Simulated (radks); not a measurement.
Task: The platinum ion Pt2+, configuration [Xe] 4f14 5d8 (the NIST ground configuration). Calculated with a radial shooting solver on a logarithmic mesh with Libxc functionals: Dirac Kohn-Sham, PBEsol, spin-unpolarised, spherical densities, point nucleus; open shells fill j = l - 1/2 first.

Spin-orbit splittings of the eigenvalues, e(l+1/2) - e(l-1/2), with zeta = 2 splitting/(2l+1) and mean radii in bohr:

| shell | occ. | splitting (eV) | zeta (eV) | <r> j=l-1/2 | <r> j=l+1/2 |
|---|---|---|---|---|---|
| 2p | 6 | ? | ? | 0.05907 | 0.06750 |
| 3p | 6 | 379.9 | 253.3 | 0.1768 | 0.1923 |
| 3d | 10 | 81.89 | 32.76 | 0.1676 | 0.1724 |
| 4p | 6 | 90.57 | 60.38 | 0.4180 | 0.4519 |
| 4d | 10 | 16.84 | 6.736 | 0.4618 | 0.4731 |
| 4f | 14 | 3.455 | 0.9872 | 0.5125 | 0.5199 |
| 5p | 6 | 15.06 | 10.04 | 1.032 | 1.130 |
| 5d | 8 | 1.505 | 0.6019 | 1.527 | 1.582 |

Estimate the 2p splitting.

Result: 1728 eV (zeta = 1152 eV).
